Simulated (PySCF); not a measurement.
Harmonic spectrum computed at PBE0 in the def2-TZVP basis family (core potentials from Rb on, PySCF, no spin–orbit coupling):

```json
{"symmetry": "a'", "ω (cm⁻¹)": "142", "IR (km/mol)": "9.0"}
{"symmetry": "a'", "ω (cm⁻¹)": "662", "IR (km/mol)": "116"}
{"symmetry": "a'", "ω (cm⁻¹)": "1079", "IR (km/mol)": "196"}
```

**Question.** Which molecule gave it? In each, all ligands are bound to the one heavy central atom.
A. RuOF (doublet)
B. AlOF (singlet)
C. MoOF (quartet)
D. SiOF (doublet)

**Answer.** A. It has Cs symmetry with Ru–F 1.826 Å, Ru–O 1.611 Å.
